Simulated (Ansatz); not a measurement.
Input file for Ansatz (a quantum-chemistry and plane-wave program): R-CCSD(T)/def2-SVPD on N2 (SMILES N#N) with ghost functions, monomers drawn apart or pushed together.

Ansatz 0.2 input:
```yaml
crystal:
  periodic: [false, false, false]
  atoms:
    - {symbol: N, position_ang: [0.10168156, 0.11003442, -1.00507190]}
    - {symbol: N, position_ang: [0.21013912, 0.11946585, 0.08007301]}
basis:
  gaussian:
    orbitals: def2-SVPD
    ghost_atoms:
      - {symbol: I, position_ang: [0.48674401, 0.15672474, 4.02960310]}
      - {symbol: H, position_ang: [0.40228556, 0.14049035, 2.41673350]}
magnetization: {spin_polarized: false}
correlation: {method: ccsd_t, electrons: outside_noble_gas}
scf: {lower_state_search: off}
```

The head of its log:

```
WARN ansatz: RAYON_NUM_THREADS=1 ignored (pool sized by the plan → 1); use --threads N
Functional definition: HF
these checks for a lower state are left out or cut short: stability, starts, cluster_reference, orbital_swaps, neighbouring_geometries, increment
integrals: 0.06 GiB planned
662 factors; integrals over basis functions are off by at most 1.5e-3 eV
mean field: 0.11 GiB planned
mean field evaluation 1: about -2961.8899 eV, gradient 9.6e0 eV
mean field evaluation 2: about -2961.9005 eV, gradient 9.6e0 eV
mean field evaluation 4: about -2962.1676 eV, gradient 3.7e-1 eV
mean field evaluation 8: about -2962.1680 eV, gradient 6.7e-5 eV
mean field -2962.16801764 eV, -108.8576668185 hartree, gradient 2.8e-6 eV, S^2 0.000000; 0 other end points of the search recorded, 0 dependent functions left out
2 core orbitals not correlated
reference -2962.16801764 eV, -108.8576668185 hartree; 5, 5 occupied and 76, 76 virtual orbitals, 662 factors
```

### Question
Give the final energy of this run.

### Answer
-109.1916 hartree (reference determinant -108.8577, T1 diagnostic 0.013).
